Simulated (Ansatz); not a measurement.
Computed with Ansatz on PBE0-D4/def2-TZVP structures; ΔE is electronic, products minus reactants. CCSD(T)/CBS is the MP2 limit (def2-TZVPP, def2-QZVPP) plus CCSD(T) − MP2 in def2-TZVPP, frozen cores. This one scheme is used for every species. Functionals use def2-TZVPP. For Ge outer-core shells are correlated without core-valence functions, which leaves a few kJ/mol of doubt a bond. Scalar relativity is left out up to krypton.

Reaction (ligand exchange at a Ge–Cl bond): `[Cl][GeH]` + H₂S → `[SH][GeH]` + HCl

`[Cl][GeH]`:

```xyz
3

Cl    0.956   -0.502   -1.156
Ge    0.069    0.793    0.360
H    -1.024   -0.291    0.796
```

H₂S:

Z-matrix (Å, degrees):
```
S
H 1 1.341
H 1 1.341 2 92.3
```

`[SH][GeH]`:

```xyz
4

S    -0.186   -0.002   -1.288
Ge   -0.662    0.997    0.642
H     0.621   -0.984   -0.855
H     0.227   -0.011    1.501
```

HCl:

Z-matrix (Å, degrees):
```
Cl
H 1 1.279
```

(1) Is it downhill or uphill in electronic energy at CCSD(T)/CBS, and by how much? (An estimate is asked.)

(2) What do these levels give: PBE-QIDH, PBE, BLYP, CCSD/def2-TZVPP, HF/def2-QZVPP, CCSD(T)/def2-QZVPP? (An estimate is asked.)

Largest T1 diagnostic among the species: 0.015.

## Answers

(1) Computed: Uphill: ΔE = +10.3 kJ/mol.

(2) The calculation gave: PBE-QIDH 10.0, PBE 7.9, BLYP 14.3, CCSD/def2-TZVPP 12.4, HF/def2-QZVPP 26.6, CCSD(T)/def2-QZVPP 10.8 kJ/mol.

In def2-TZVPP, CCSD(T) changes the Hartree–Fock value by −16.2 kJ/mol (the triples alone add −2.9 kJ/mol) and MP2 by −17.1 kJ/mol. From BLYP to BHLYP (50 % exact exchange), in def2-TZVPP and without D4, ΔE moves by +4.5 kJ/mol.
